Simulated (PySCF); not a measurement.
Working out the ionisation energy of Fe⁸⁺

Fe⁸⁺ [Ar] (1S) → Fe⁹⁺ [Ne] 3s2 3p5 (2P). Calculation: PySCF 2.14, in an uncontracted even-tempered set (18 s from 0.4 bohr⁻², ratio 2.5; 12 p from 0.52 bohr⁻², ratio 2.5; 5 d from 4.4 bohr⁻², ratio 2.7; 4 f from 6.5 bohr⁻², ratio 2.7); the non-relativistic Hamiltonian (point nucleus). Frozen: 1s2; the 21 highest virtual orbitals dropped. Energies in hartree (1 hartree = 27.21139 eV):

```tsv
part	Fe⁸⁺ (lower)	Fe⁹⁺ (upper)
UHF	-1242.142046	-1233.596795
MP2 opposite-spin	-0.412332	-0.392900
MP2 same-spin	-0.157588	-0.145066
```

Q: What does Hartree-Fock give?

A: (-1233.596795) − (-1242.142046) = 8.545251 hartree = 232.528 eV.

Q: What do MP2 and SCS-MP2 (6/5 opposite-spin, 1/3 same-spin) give?

A: The opposite-spin parts differ by 0.529 eV and the same-spin parts by 0.341 eV. MP2: 232.528 + (0.529) + (0.341) = 233.398 eV. SCS-MP2: 232.528 + 1.2 × (0.529) + (0.341)/3 = 233.276 eV.

A first-order spin-orbit estimate adds -0.597 eV to MP2 (outer shells), giving 232.801 eV against 233.6 ± 0.4 eV (semi-empirical (NIST evaluation); NIST Atomic Spectra Database, ionization energies).

The calculation is non-relativistic.

What remains against the reference includes basis incompleteness, the frozen core and correlation beyond second order.
